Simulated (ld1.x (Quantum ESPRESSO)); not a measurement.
**germanium: TM pseudisation with PBE, scalar-relativistic reference atom.**

Ge (Z = 32), norm-conserving Troullier–Martins (Kleinman–Bylander form), made with ld1.x (Quantum ESPRESSO) 7.5 (PBE, scalar-relativistic). Core [Ar] 3d10, reference 4s2 4p1.5 (charge +0.5). Waves: 4p (bound): rc 1.50 bohr; 4s (bound): rc 1.90 bohr. Local part: the s channel. Core correction: Bessel-smoothed model core inside 1.55 bohr.

All-electron outer shells of the reference configuration (PBE, scalar-relativistic, ld1.x):

| shell | level (eV) | outermost node (bohr) | outermost maximum (bohr) |
| --- | --- | --- | --- |
| 4s | -15.60 | 0.77 | 1.73 |
| 4p | -7.38 | 0.82 | 2.14 |

(1) Estimate the cutoffs (Ry, on a coarse ladder) from which the occupation-weighted sum of valence levels, in a spherical-Bessel basis at the reference potential, stays within 10 and 1 mRy of its value at 400 Ry.

(2) What does a ghost test show?

(3) Which valence shell sets the plane-wave cutoff?

(4) Tests: 4s2 4p2; 4s2 4p1; 4s2 4p0; 4s1 4p0; 4s1 4p3; 4s2 4p2.3; 4s0 4p4. Which has the largest error in its energy relative to the reference configuration, and how large is it?

Results:

(1) 35 Ry and 60 Ry.

(2) Ghost state, extra bound levels that the all-electron valence spectrum of the same l lacks: p at -454.2 eV. A true bound ghost makes a file unfit for plane-wave use.

(3) 4p: its level needs 45 Ry to come within 1 mRy, against 35 Ry for 4s.

(4) 4s1 4p0, with -227 meV (all-electron minus pseudo) on +54.87 eV.
